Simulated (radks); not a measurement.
Results of a calculation; reference values are marked as such.
Polarisability of the cobalt ion Co7+, [Ar] 3d2, at imaginary frequency. Code: a radial shooting solver on a logarithmic mesh with Libxc functionals. Model: non-relativistic Kohn-Sham, LDA (Slater exchange, Perdew-Wang correlation), spin-polarised, spherical densities, point nucleus; open shells are filled with parallel spins first. Response by self-consistent Sternheimer equations with the Hartree and adiabatic LDA kernel.

| w (hartree) | alpha1(iw) (bohr^3) |
|---|---|
| 0.00266 | 0.5138 |
| 0.0143 | 0.5138 |
| 0.0360 | 0.5137 |
| 0.0697 | 0.5135 |
| 0.118 | 0.5130 |
| 0.186 | 0.5119 |
| 0.280 | 0.5096 |
| 0.413 | 0.5048 |
| 0.605 | 0.4949 |
| 0.892 | 0.4748 |
| 1.35 | 0.4345 |
| 2.12 | 0.3593 |
| 3.59 | 0.2430 |
| 6.94 | 0.1156 |
| 17.5 | 0.03022 |

Static values: alpha1 = 0.5138 bohr^3 (0.07613 angstrom^3; uncoupled 0.7433). C6 = 0.6868, triple-dipole C9 = 0.2531 atomic units. One-pole (London) frequency 4 C6 / (3 alpha1^2) = 3.469 hartree, against 5.284 for minus the highest occupied eigenvalue. The dipole shielding factor is 0.741, as the force sum rule N/Z = 0.741 demands.
